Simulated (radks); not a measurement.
The numbers below are computed, except where a source is named.
Coulomb parameter of the 4f shell of the terbium ion Tb+ in the model configuration [Xe] 4f9 6s1, as a second difference U = [E(n + 0.25) + E(n - 0.25) - 2 E(n)] / (0.25)^2 with all orbitals relaxed. "Bare": the charge of the atom changes with n. "Screened": the 6s shell takes up the change at fixed total charge, which measures U(4f,4f) + U(6s,6s) - 2 U(4f,6s). Code: a radial shooting solver on a logarithmic mesh with Libxc functionals. Model: scalar-relativistic Kohn-Sham, PBE, spin-unpolarised, spherical densities, finite nucleus; Fermi nuclear charge, rms radius 5.06 fm.

case                 configuration  E - E(n) (eV)
start                 [Xe] 4f9 6s1          0.000
bare +0.25         [Xe] 4f9.25 6s1         -1.921
bare -0.25         [Xe] 4f8.75 6s1          2.811
screened +0.25  [Xe] 4f9.25 6s0.75          0.004
screened -0.25  [Xe] 4f8.75 6s1.25          0.355

U(bare) = 14.242 eV, U(screened by 6s) = 5.745 eV, against the Slater integral F0(4f,4f) = 28.692 eV with frozen orbitals.
